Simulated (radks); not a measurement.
Question: Neutral samarium is in [Xe] 4f6 6s2. Method: scalar-relativistic Kohn-Sham, r2SCAN, spin-polarised, spherical densities, finite nucleus; meta-GGA in the generalised Kohn-Sham scheme; Fermi nuclear charge, rms radius of each element as measured or else 0.836 A^(1/3) + 0.57 fm; computed with a radial shooting solver on a logarithmic mesh with Libxc functionals. Open shells are filled with parallel spins first. One electron is removed from 5s, 4f, 6s, 5p in turn, with full relaxation. Which removal costs least, and what does each cost?

Answer: 6s 5.232 eV; 4f 10.831 eV; 5p 27.188 eV; 5s 47.508 eV. The 6s electron leaves first.
